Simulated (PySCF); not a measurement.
C2H7F2NSi.
SMILES with atom numbers: `[NH2:1][SiH2:2][CH2:3][CH:4]([F:5])[F:6]` (hydrogens: H7, H8 on N1; H9, H10 on Si2; H11, H12 on C3; H13 on C4)

Computed by this run: PySCF 2.14.0, PBE0-D3(BJ)/def2-SVP geometry optimisation, gas phase; density fitting, grid level 1; the optimiser is geomeTRIC in internal coordinates, started from a GFN2-xTB structure with every atom displaced at random (about 0.01 Å).

The end geometry, which sets the zero of energy:
```
atom  x, y, z in Å
N1      2.3596   -0.1202   -0.1181
Si2     0.7650   -0.6652   -0.5179
C3     -0.4672    0.4889    0.3342
C4     -1.8834    0.3484   -0.1423
F5     -2.2832   -0.9473   -0.0457
F6     -2.7278    1.0852    0.6188
H7      3.1307   -0.7751   -0.1819
H8      2.6613    0.8049   -0.4048
H9      0.6494   -2.0637   -0.0162
H10     0.4207   -0.6651   -1.9821
H11    -0.4436    0.2971    1.4195
H12    -0.1467    1.5334    0.1864
H13    -2.0215    0.6603   -1.1936
```

Question: These geometries come from the run, each turned onto the end geometry. Order them by energy, lowest first.
A.
```
atom  x, y, z in Å
N1      2.3556   -0.1673   -0.0556
Si2     0.7658   -0.6688   -0.5376
C3     -0.4516    0.5069    0.3007
C4     -1.8809    0.3301   -0.1259
F5     -2.2731   -0.9567    0.0632
F6     -2.7074    1.1095    0.6111
H7      3.1425   -0.7592   -0.2987
H8      2.6068    0.8052   -0.2039
H9      0.5746   -2.0747   -0.0812
H10     0.4798   -0.6281   -2.0144
H11    -0.3946    0.3603    1.3922
H12    -0.1538    1.5492    0.0982
H13    -2.0503    0.5755   -1.1917
```
B.
```
atom  x, y, z in Å
N1      2.3670   -0.1720   -0.0475
Si2     0.7755   -0.6792   -0.5222
C3     -0.4541    0.5024    0.3068
C4     -1.8969    0.3311   -0.1298
F5     -2.2617   -0.9601    0.0656
F6     -2.7011    1.1241    0.6050
H7      3.1645   -0.7434   -0.3279
H8      2.5868    0.8071   -0.2223
H9      0.5303   -2.0772   -0.0764
H10     0.5050   -0.6212   -2.0041
H11    -0.4051    0.3508    1.3959
H12    -0.1646    1.5467    0.1069
H13    -2.0322    0.5726   -1.1935
```
C.
```
atom  x, y, z in Å
N1      2.3357   -0.2302   -0.0582
Si2     0.7446   -0.6771   -0.6052
C3     -0.4394    0.5391    0.2752
C4     -1.8154    0.3087   -0.1117
F5     -2.2445   -0.9686    0.1818
F6     -2.7061    1.1239    0.5711
H7      3.1195   -0.7539   -0.3438
H8      2.5806    0.7740   -0.0151
H9      0.5466   -2.0401   -0.1370
H10     0.4913   -0.5622   -2.0410
H11    -0.3485    0.4194    1.3728
H12    -0.1767    1.5812    0.0569
H13    -2.0744    0.4677   -1.1896
```
D.
```
atom  x, y, z in Å
N1      2.3521   -0.1413   -0.1003
Si2     0.7630   -0.6673   -0.5365
C3     -0.4620    0.4994    0.3094
C4     -1.8857    0.3388   -0.1310
F5     -2.2737   -0.9569    0.0094
F6     -2.7172    1.0924    0.6288
H7      3.1304   -0.7803   -0.2202
H8      2.6489    0.8136   -0.2675
H9      0.6286   -2.0732   -0.0603
H10     0.4312   -0.6495   -2.0038
H11    -0.4078    0.3459    1.3993
H12    -0.1467    1.5382    0.1151
H13    -2.0477    0.6222   -1.1860
```

Answer: D (0.002 eV), A (0.008 eV), B (0.032 eV), C (0.209 eV).

In the order of the answer:

```
step  E above end (eV)  largest force (eV/Å)  rms force component (eV/Å)  rms distance from end (Å)  rms bond change (Å)  bond most changed (Å)
   6             0.002                  0.09                       0.023                      0.056                0.001          N1–Si2 -0.002
   3             0.008                  0.11                       0.029                      0.095                0.001          N1–Si2 +0.003
   1             0.032                  1.09                       0.209                      0.102                0.006           C3–C4 +0.016
   0             0.209                  3.44                       0.821                      0.178                0.028           C3–C4 -0.053
```

What follows is the cost of the whole optimisation. The run took 61 s of wall time on an Arm Neoverse V2 with one thread, shared host, and the process peaked at 0.52 GiB of memory.
